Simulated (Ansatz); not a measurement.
`[Cl][Hf]([Cl])([Cl])[SeH]` + HI → `[Cl][Hf]([Cl])([Cl])[I]` + H₂Se at 400 K and 1 bar (ligand exchange at the Hf–Se bond).

Calculated with Ansatz (gas phase, PBE0-D4/def2-TZVP geometries, no zero-point term in ΔE). CBS: MP2 limit from def2 TZ/QZ plus the TZ coupled-cluster correction, frozen cores. Elements past krypton have def2 core potentials. For Hf, I, Se outer-core shells are correlated without core-valence functions, which leaves a few kJ/mol of doubt a bond. Scalar relativity is left out up to krypton. One conformer a species, not always the lowest.

```
                    species  CCSD(T)/CBS energy (Eh)  H − E (kJ/mol)  S (J/(mol·K))
`[Cl][Hf]([Cl])([Cl])[SeH]`              -3828.82210            66.9          462.9
                         HI               -298.03592            25.7          215.0
  `[Cl][Hf]([Cl])([Cl])[I]`              -1724.97910            45.1          436.1
                       H₂Se              -2401.89790            49.4          229.5
```

H − E and S are ideal-gas, rigid-rotor, harmonic terms from PBE0-D4/def2-TZVP, for one conformer and one mirror image of each species. 1 Eh = 2625.50 kJ/mol, R = 8.31446 J/(mol·K).

Question: By hand: ΔE, ΔH, ΔS and ΔG.

Answer: ΔE = (-1724.97910) + (-2401.89790) − (-3828.82210) − (-298.03592) = -0.01898 Eh = -49.8 kJ/mol. Δ(H − E) = 45.1 + 49.4 − 66.9 − 25.7 = 1.9, so ΔH = -47.9 kJ/mol. ΔS = 436.1 + 229.5 − 462.9 − 215.0 = -12.3 J/(mol·K). ΔG = -47.9 − 400 × (-12.3)/1000 = -43.0 kJ/mol.

Question: By hand: the equilibrium constant, and the temperature at which ΔG would vanish if ΔH and ΔS stayed fixed.

Answer: log₁₀ K = −ΔG/(RT ln 10) = 5.6. ΔG = 0 at ΔH/ΔS = 3894 K, far beyond where these terms or the molecules hold.

The number of gas molecules stays the same, so ΔS is small and ΔH decides. A doubt of 5 kJ/mol in ΔE shifts log₁₀ K by 0.7 here. Other conformers and mirror images would add mixing entropy, several J/(mol·K) or more a flexible species. These are equilibria of isolated gas molecules and say nothing of rates. Largest T1 diagnostic: 0.014 (customary marks: 0.02 for closed shells, 0.045 for open ones).
